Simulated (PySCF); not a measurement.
PySCF input (B3PW91/6-31G* (5d)):

```python
from pyscf import gto, dft

mol = gto.M(
    atom='''
    Si   -0.00000000   -0.00000000   -1.07781535
    Cl    0.00000000    0.00000000    0.88761264
    ''',
    basis='6-31g*',
    charge=1,
    spin=0,
    verbose=4,
)

mf = dft.RKS(mol, xc='b3pw91')
mf.grids.level = 3
mf.conv_tol = 1e-9
mf.max_cycle = 100
mf.max_memory = 1500
mf.kernel()
if not mf.converged:
    mf = mf.newton()
    mf.kernel(mf.make_rdm1())
mf.dip_moment()
```

Question: What final total energy does it give?

Answer: -749.27201 Eh.
